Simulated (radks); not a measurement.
Values are calculated unless marked as measured or tabulated.
Exchange energies: the exact (Fock) value of the Kohn-Sham orbitals and density-functional approximations, as 100 (|E| - |E exact|)/|E exact|, negative where the magnitude is too small. Species: Ni21+ [He] 2s2 2p3; Mg+ [Ne] 3s1; Ca [Ar] 4s2; Cs+ [Xe]. Level of theory: non-relativistic Kohn-Sham, exchange-only PBE, spin-polarised, spherical densities, point nucleus (a radial shooting solver on a logarithmic mesh with Libxc functionals). Every spin shell is full or empty, so the densities are truly spherical. Functionals are evaluated on that one density, not self-consistently.

functional          Ni21+       Mg+        Ca       Cs+
exact (hartree)  -33.6231  -15.8041  -35.1658  -183.911
LDA                 -9.61     -8.56     -7.36     -4.69
B88                 -0.30     +0.15     +0.02     +0.01
PBE                 -1.00     -0.42     -0.48     -0.44
RPBE                -0.11     +0.26     -0.01     -0.26
PW91                -0.61     -0.01     -0.05     -0.02
OPTX                -0.02     +0.07     +0.16     +1.30
AM05                -8.00     -7.34     -6.54     -4.39
B86b                -0.31     +0.25     +0.11     -0.03
G96                 -0.10     +0.21     +0.13     +0.34
APBE                +0.22     +0.80     +0.60     +0.27
TPSS                +0.06     +0.44     +0.17     -0.34
revTPSS             -0.50     -0.17     -0.55     -0.94
r2SCAN              -0.21     +0.18     -0.02     -0.13
MS2                 -0.03     +0.34     +0.01     -0.62
TASK                -2.54     -2.73     -3.08     -2.20
